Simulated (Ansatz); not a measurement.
C2H3AlF2O can be A, `FC1(F)O[CH]1[AlH2]`, or B, `C=[C](O)[Al]([F])[F]`.

Calculated with Ansatz (gas phase, PBE0-D4/def2-TZVP geometries, no zero-point term in ΔE). CBS: MP2 limit from def2 TZ/QZ plus the TZ coupled-cluster correction, frozen cores. Functionals use def2-TZVPP. One conformer a species, not always the lowest.

(1) Which is lower in electronic energy at CCSD(T)/CBS, and by how much? (Best estimate.)

(2) Give E(B) − E(A) in kcal/mol with HF/def2-TZVPP, B2PLYP, PBE0-D4, CCSD/def2-TZVPP, r2SCAN-D4, MP2/def2-TZVPP, CCSD(T)/def2-TZVPP. (An estimate is asked.)

Largest T1 diagnostic: 0.014.

## Answers

(1) Computed: B, by 133.2 kcal/mol.

(2) The calculation gave: HF/def2-TZVPP -129.1, B2PLYP -131.7, PBE0-D4 -122.9, CCSD/def2-TZVPP -129.9, r2SCAN-D4 -126.6, MP2/def2-TZVPP -133.5, CCSD(T)/def2-TZVPP -129.5. None reverses the order clearly.

From PBE to PBE0 (25 % exact exchange), in def2-TZVPP and without D4, E(B) − E(A) moves by −0.7 kcal/mol.
